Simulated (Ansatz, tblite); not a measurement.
Adding an electron: Sn₂Ge⁺. Total charge 1; doublet. Geometry: PBE0-D4/def2-TZVP. Ansatz, gas phase; energy differences of separate SCF runs; the reduced species is a singlet (the triplet lies 0.90 eV higher at PBE0-D4/def2-TZVP).

```xyz
3

Ge    0.042   -0.070    1.166
Sn   -1.344   -1.308   -0.616
Sn    1.302    1.378   -0.550
```

In the def2 sets Sn takes a core potential; there is no spin–orbit coupling. The xTB rows come from tblite. The structure comes from a short search, and lower isomers may exist.

```json
{"level": "GFN1-xTB", "−HOMO (eV)": "–", "−LUMO (eV)": "–", "vertical EA (eV)": "11.94", "HOMO–LUMO gap (eV)": "–"}
{"level": "GFN2-xTB", "−HOMO (eV)": "–", "−LUMO (eV)": "–", "vertical EA (eV)": "11.11", "HOMO–LUMO gap (eV)": "–"}
{"level": "PBE-D4/def2-TZVP", "−HOMO (eV)": "9.81", "−LUMO (eV)": "9.49", "vertical EA (eV)": "7.17", "HOMO–LUMO gap (eV)": "0.32"}
{"level": "r2SCAN-D4/def2-TZVP", "−HOMO (eV)": "10.03", "−LUMO (eV)": "9.32", "vertical EA (eV)": "7.19", "HOMO–LUMO gap (eV)": "0.71"}
{"level": "PBE0-D4/def2-TZVP", "−HOMO (eV)": "10.56", "−LUMO (eV)": "8.67", "vertical EA (eV)": "7.07", "HOMO–LUMO gap (eV)": "1.89"}
```

  HOMO and LUMO are the levels of the spin that leaves or enters (xTB has no such levels and no spin-polarisation term). Other spin states of the ions may lie lower, which would lower the ionisation energy or raise the affinity. Raw xTB energy differences between charge states are shifted by several eV; the methods need an empirical correction for them.
